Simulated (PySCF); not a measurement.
Basis-set dependence of population analyses: `C=C[C@H](F)C(=C)F`

Compound: C5H6F2.
Cartesian coordinates in Å at the PBE0-D3(BJ)/def2-SVP level; atoms count from 1:
```xyz
13
C5H6F2 angstrom
C     -2.3209    0.0680   -0.0116
C     -1.1612   -0.5110   -0.3141
C      0.0189    0.2263   -0.8669
F      0.4935   -0.4204   -1.9822
C      1.1297    0.3261    0.1432
C      2.3385   -0.2095    0.0416
F      0.7544    1.0411    1.2054
H     -3.1487   -0.4982    0.4222
H     -2.4838    1.1372   -0.1799
H     -0.9955   -1.5798   -0.1369
H     -0.2813    1.2518   -1.1519
H      3.0758   -0.0759    0.8343
H      2.5925   -0.7792   -0.8510
```

PBE0 throughout (PySCF), one geometry, spherical d and f functions. Isolated species at its PBE0-D3(BJ)/def2-SVP geometry (one conformer only). The first 7 of 13 kinds of atom are listed.

Mulliken charges (e):

| basis | functions | C1 | C2 | C3 | F4 | C5 | C6 | F7 |
| --- | --- | --- | --- | --- | --- | --- | --- | --- |
| STO-3G | 41 | -0.163 | -0.090 | +0.024 | -0.104 | +0.093 | -0.216 | -0.072 |
| 6-31G | 75 | -0.341 | -0.095 | +0.036 | -0.338 | +0.345 | -0.403 | -0.317 |
| pcSseg-0 | 75 | -0.383 | -0.245 | +0.052 | -0.380 | +0.245 | -0.405 | -0.351 |
| 6-31G* | 110 | -0.383 | -0.124 | +0.120 | -0.345 | +0.414 | -0.496 | -0.313 |
| cc-pVDZ | 128 | -0.006 | -0.106 | +0.218 | -0.224 | +0.048 | -0.061 | -0.164 |
| def2-SVP | 128 | -0.052 | -0.108 | +0.280 | -0.259 | +0.110 | -0.126 | -0.205 |
| aug-cc-pVDZ | 215 | +0.252 | +0.895 | +1.147 | -0.553 | +0.668 | +0.457 | -0.581 |
| 6-311+G(2d,p) | 225 | -0.332 | +0.123 | -0.106 | -0.262 | +0.398 | -0.341 | -0.279 |
| def2-TZVP | 253 | -0.259 | -0.131 | +0.175 | -0.213 | +0.165 | -0.345 | -0.181 |
| cc-pVTZ | 294 | -0.252 | -0.121 | +0.183 | -0.210 | +0.181 | -0.348 | -0.157 |
| IGLO-III | 305 | -0.213 | -0.054 | +0.077 | -0.251 | +0.320 | -0.322 | -0.239 |

IAO charges (e):

| basis | functions | C1 | C2 | C3 | F4 | C5 | C6 | F7 |
| --- | --- | --- | --- | --- | --- | --- | --- | --- |
| STO-3G | 41 | -0.255 | -0.157 | +0.007 | -0.128 | +0.122 | -0.333 | -0.085 |
| 6-31G | 75 | -0.291 | -0.153 | +0.127 | -0.298 | +0.251 | -0.376 | -0.251 |
| pcSseg-0 | 75 | -0.276 | -0.158 | +0.119 | -0.288 | +0.243 | -0.367 | -0.238 |
| 6-31G* | 110 | -0.283 | -0.149 | +0.159 | -0.306 | +0.279 | -0.378 | -0.258 |
| cc-pVDZ | 128 | -0.288 | -0.150 | +0.157 | -0.308 | +0.281 | -0.384 | -0.258 |
| def2-SVP | 128 | -0.277 | -0.147 | +0.158 | -0.309 | +0.280 | -0.373 | -0.259 |
| aug-cc-pVDZ | 215 | -0.296 | -0.152 | +0.160 | -0.320 | +0.285 | -0.390 | -0.271 |
| 6-311+G(2d,p) | 225 | -0.296 | -0.152 | +0.158 | -0.321 | +0.285 | -0.389 | -0.272 |
| def2-TZVP | 253 | -0.296 | -0.152 | +0.162 | -0.320 | +0.289 | -0.391 | -0.271 |
| cc-pVTZ | 294 | -0.297 | -0.151 | +0.161 | -0.318 | +0.289 | -0.392 | -0.269 |
| IGLO-III | 305 | -0.297 | -0.152 | +0.159 | -0.321 | +0.287 | -0.391 | -0.272 |

Hirshfeld charges (e):

```json
{"basis": "STO-3G", "functions": "41", "C1": "-0.054", "C2": "-0.039", "C3": "+0.090", "F4": "-0.075", "C5": "+0.053", "C6": "-0.114", "F7": "-0.029"}
{"basis": "6-31G", "functions": "75", "C1": "-0.080", "C2": "-0.051", "C3": "+0.071", "F4": "-0.114", "C5": "+0.073", "C6": "-0.130", "F7": "-0.089"}
{"basis": "pcSseg-0", "functions": "75", "C1": "-0.074", "C2": "-0.050", "C3": "+0.069", "F4": "-0.106", "C5": "+0.076", "C6": "-0.131", "F7": "-0.082"}
{"basis": "6-31G*", "functions": "110", "C1": "-0.083", "C2": "-0.050", "C3": "+0.067", "F4": "-0.103", "C5": "+0.073", "C6": "-0.135", "F7": "-0.078"}
{"basis": "cc-pVDZ", "functions": "128", "C1": "-0.082", "C2": "-0.052", "C3": "+0.055", "F4": "-0.087", "C5": "+0.070", "C6": "-0.139", "F7": "-0.066"}
{"basis": "def2-SVP", "functions": "128", "C1": "-0.082", "C2": "-0.052", "C3": "+0.058", "F4": "-0.095", "C5": "+0.077", "C6": "-0.138", "F7": "-0.073"}
{"basis": "aug-cc-pVDZ", "functions": "215", "C1": "-0.086", "C2": "-0.059", "C3": "+0.047", "F4": "-0.097", "C5": "+0.072", "C6": "-0.137", "F7": "-0.076"}
{"basis": "6-311+G(2d,p)", "functions": "225", "C1": "-0.082", "C2": "-0.058", "C3": "+0.048", "F4": "-0.100", "C5": "+0.069", "C6": "-0.133", "F7": "-0.079"}
{"basis": "def2-TZVP", "functions": "253", "C1": "-0.085", "C2": "-0.057", "C3": "+0.049", "F4": "-0.097", "C5": "+0.073", "C6": "-0.137", "F7": "-0.076"}
{"basis": "cc-pVTZ", "functions": "294", "C1": "-0.086", "C2": "-0.055", "C3": "+0.050", "F4": "-0.093", "C5": "+0.074", "C6": "-0.139", "F7": "-0.073"}
{"basis": "IGLO-III", "functions": "305", "C1": "-0.086", "C2": "-0.058", "C3": "+0.047", "F4": "-0.097", "C5": "+0.073", "C6": "-0.137", "F7": "-0.076"}
```

ESP-fitted charges (e):

| basis | functions | C1 | C2 | C3 | F4 | C5 | C6 | F7 |
| --- | --- | --- | --- | --- | --- | --- | --- | --- |
| STO-3G | 41 | -0.333 | 0.000 | +0.038 | -0.114 | +0.231 | -0.457 | -0.083 |
| 6-31G | 75 | -0.444 | -0.088 | +0.192 | -0.264 | +0.306 | -0.604 | -0.212 |
| pcSseg-0 | 75 | -0.495 | -0.076 | +0.206 | -0.273 | +0.322 | -0.656 | -0.214 |
| 6-31G* | 110 | -0.445 | -0.081 | +0.102 | -0.189 | +0.242 | -0.592 | -0.138 |
| cc-pVDZ | 128 | -0.418 | -0.086 | +0.136 | -0.203 | +0.225 | -0.566 | -0.143 |
| def2-SVP | 128 | -0.414 | -0.091 | +0.163 | -0.221 | +0.241 | -0.567 | -0.160 |
| aug-cc-pVDZ | 215 | -0.450 | -0.075 | +0.108 | -0.220 | +0.269 | -0.609 | -0.171 |
| 6-311+G(2d,p) | 225 | -0.471 | -0.074 | +0.104 | -0.223 | +0.267 | -0.620 | -0.170 |
| def2-TZVP | 253 | -0.466 | -0.072 | +0.099 | -0.212 | +0.264 | -0.617 | -0.162 |
| cc-pVTZ | 294 | -0.449 | -0.077 | +0.104 | -0.205 | +0.245 | -0.597 | -0.153 |
| IGLO-III | 305 | -0.451 | -0.079 | +0.109 | -0.218 | +0.256 | -0.603 | -0.165 |

**Question.** Which scheme is steadiest as the basis changes?

**Answer.** Largest range over the bases for any column: Hirshfeld 0.06 e, IAO 0.19 e, ESP-fitted 0.20 e, Mulliken 1.25 e. Hirshfeld charges move least and Mulliken charges most, counted in e. Without the minimal STO-3G basis the ranges are Hirshfeld 0.03, IAO 0.05, ESP-fitted 0.11, Mulliken 1.25 e.

**Question.** How much do the charges still move between the two largest bases, cc-pVTZ and IGLO-III?

**Answer.** At most, over all atoms: Mulliken 0.139 e, IAO 0.003 e, Hirshfeld 0.004 e, ESP-fitted 0.013 e.

**Question.** What do the same runs give for the total energy, the frontier levels and the dipole moment?

**Answer.** 
```tsv
basis	energy (Eh)	HOMO (eV)	LUMO (eV)	μ (D)
STO-3G	-388.1135	-4.75	2.87	0.69
6-31G	-393.2466	-7.46	-0.23	0.80
pcSseg-0	-392.4480	-7.71	-0.49	0.83
6-31G*	-393.3303	-7.25	-0.13	0.78
cc-pVDZ	-393.3643	-7.42	-0.36	0.79
def2-SVP	-393.0491	-7.52	-0.43	0.78
aug-cc-pVDZ	-393.3941	-7.62	-0.70	0.75
6-311+G(2d,p)	-393.4658	-7.64	-0.71	0.76
def2-TZVP	-393.5021	-7.60	-0.61	0.76
cc-pVTZ	-393.4859	-7.56	-0.54	0.76
IGLO-III	-393.5098	-7.63	-0.68	0.76
```

The dipole is fixed by the density alone, so its range of 0.14 D shows that the density itself changes with the basis, not only its division among atoms.
